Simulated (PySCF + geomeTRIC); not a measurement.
Method: BP86-D3(BJ)/def2-SVP run with PySCF + geomeTRIC. fastk is a local helper that only speeds up exchange builds. No frequencies were computed at this level.

```python
import json, numpy as np
from pyscf import gto, dft
from fastk import lowrank_exchange
atoms = """
Zr     0.000037    -0.000047     0.000069
Cl     0.774652     2.056543    -0.488293
Cl    -1.405891     0.124558     1.753739
Cl    -1.095257    -0.832016    -1.782158
Cl     1.726460    -1.349041     0.516646
"""
def scf(charge, spin, dm0=None):
    mol = gto.M(atom=atoms, basis='def2-svp', ecp={'Zr': 'def2-svp'}, charge=charge, spin=spin, verbose=3, max_memory=10080)
    mf = dft.KS(mol, xc='bp86').density_fit(auxbasis="def2-universal-jkfit")
    mf.disp = 'd3bj'
    mf.grids.level = 3
    mf.conv_tol = 1e-8
    mf.max_cycle = 120
    mf.level_shift = 0.25
    mf.kernel(dm0)
    if not mf.converged:
        mf = mf.newton().run(mf.mo_coeff, mf.mo_occ).undo_soscf()
    return mf
mf = scf(0, 0)
from pyscf.geomopt.geometric_solver import kernel as optimize
path = []
done, mol = optimize(mf, maxsteps=120, assert_convergence=False, callback=lambda env: path.append((env["energy"], bool(env["g_scanner"].converged))))
res = dict(converged=bool(done and path[-1][1]), energy=path[-1][0], path=[e for e, c in path], xyz=mol.atom_coords(unit="Angstrom").tolist(), nao=mol.nao)
json.dump(res, open("result.json", "w"))
```

Output:

```
converged SCF energy = -1887.85378068188
Geometry optimization cycle 1
converged SCF energy = -1887.85378068421
cycle 1: E = -1887.85378068  dE = -1887.85  norm(grad) = 0.0670835
Geometry optimization cycle 2
converged SCF energy = -1887.86312990574
cycle 2: E = -1887.86312991  dE = -0.00934922  norm(grad) = 0.0148736
Geometry optimization cycle 3
converged SCF energy = -1887.86378055753
cycle 3: E = -1887.86378056  dE = -0.000650652  norm(grad) = 0.00245657
Geometry optimization cycle 4
converged SCF energy = -1887.86379951315
cycle 4: E = -1887.86379951  dE = -1.89556e-05  norm(grad) = 0.000192568
Geometry optimization cycle 5
converged SCF energy = -1887.86379965369
cycle 5: E = -1887.86379965  dE = -1.40545e-07  norm(grad) = 0.000178285
<class 'geometric.internal.Distance'> : 4
<class 'geometric.internal.Angle'> : 6
<class 'geometric.internal.TranslationX'> : 1
<class 'geometric.internal.TranslationY'> : 1
<class 'geometric.internal.TranslationZ'> : 1
<class 'geometric.internal.RotationA'> : 1
<class 'geometric.internal.RotationB'> : 1
<class 'geometric.internal.RotationC'> : 1
Step    0 : Gradient = 3.000e-02/3.363e-02 (rms/max) Energy = -1887.8537806842
Step    1 : Displace = 9.565e-02/1.074e-01 (rms/max) Trust = 1.000e-01 (=) Grad = 6.652e-03/7.470e-03 (rms/max) E (change) = -1887.8631299057 (-9.349e-03) Quality = 0.690
Step    2 : Displace = 1.736e-02/1.965e-02 (rms/max) Trust = 1.000e-01 (=) Grad = 1.099e-03/1.252e-03 (rms/max) E (change) = -1887.8637805575 (-6.507e-04) Quality = 1.192
Step    3 : Displace = 3.469e-03/4.120e-03 (rms/max) Trust = 1.414e-01 (+) Grad = 8.612e-05/1.175e-04 (rms/max) E (change) = -1887.8637995131 (-1.896e-05) Quality = 1.012
Step    4 : Displace = 2.341e-04/2.864e-04 (rms/max) Trust = 2.000e-01 (+) Grad = 7.973e-05/1.103e-04 (rms/max) E (change) = -1887.8637996537 (-1.405e-07) Quality = 0.186
Converged! =D
```

Cost: very roughly 100 core-seconds.
